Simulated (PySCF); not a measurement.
**NMR data sheet: C₆H₁₂Si**

```
Formula                               : C6H12Si
SMILES                                : CCC#CC[SiH2]C
InChI                                 : InChI=1S/C6H12Si/c1-3-4-5-6-7-2/h3,6-7H2,1-2H3
Point group of the computed structure : C1
Degrees of unsaturation               : 2
Carbon signals                        : 6
Proton signals                        : 5
```

Atom-mapped SMILES (the numbers label the heavy atoms): `[CH3:1][CH2:2][C:3]#[C:4][CH2:5][SiH2:6][CH3:7]`. Each H is labelled by its parent atom.

[PySCF 2.14.0 with density-fitted response routines: σ from GIAO-PBE0/pcSseg-1; geometry: GFN2-xTB; no relativistic terms; no solvent model; single conformer; fast rotation and ring inversion assumed for equivalent nuclei]

δ = σ(ref) − σ, references computed at the same level: TMS for ¹H and ¹³C and ²⁹Si.

| carbon | δC, type | δH (multiplicity) | HMBC from (2–3 bonds) | span of the C tensor (ppm) |
| --- | --- | --- | --- | --- |
| C1 | 18.1, CH3 | 1.19 (t) | H(C2) | 31 |
| C2 | 16.0, CH2 | 2.30 (q) | H(C1) | 19 |
| C3 | 87.6, C | – | H(C2), H(C5), H(C1) | 266 |
| C4 | 83.4, C | – | H(Si6), H(C2), H(C5) | 249 |
| C5 | 3.3, CH2 | 1.73 (t) | H(Si6), H(C7) | 20 |
| C7 | -7.9, CH3 | 0.29 (t) | H(Si6), H(C5) | 11 |

Other nuclei:
```csv
atoms,nucleus,environment,δ (ppm),σ (ppm)
H(Si6),¹H,hydrogen on a silicon bonded to 2 C,4.21,27.51
Si6,²⁹Si,"silicon bonded to 2 C, 2 H",-41.3,390.5
```

- Carbon types of the structure: 2 × C, 2 × CH2, 2 × CH3, leaving 2 H on heteroatoms.
- δC 87.6, 83.4: alkyne carbon; the triple bond shields along its axis, which puts it between sp3 and sp2 carbons.
- δC 18.1: methyl carbon; saturated and bonded to C and H only.
- δC 3.3: propargylic sp3 CH2 bonded to Si; an electropositive neighbour leaves it electron-rich and shielded.
- δC -7.9: methyl carbon bonded to Si; an electropositive neighbour leaves it electron-rich and shielded.
- δH 0.29: hydrogen on a methyl carbon bonded to Si; an electropositive neighbour shields it, as in TMS itself.

Shifts are as computed. Against solution values, carbons near 30 ppm lie about +3 ppm off and those near 130 ppm about +5 ppm. Of 1211 compounds with measured shifts, 218 miss one by over three times the rms of a fit or turn the order of signals round; such compounds aren't used in these exercises. Multiplicities follow the n + 1 count of equivalent neighbours, as no J values were calculated; m marks all less simple cases, F and P coupling included.
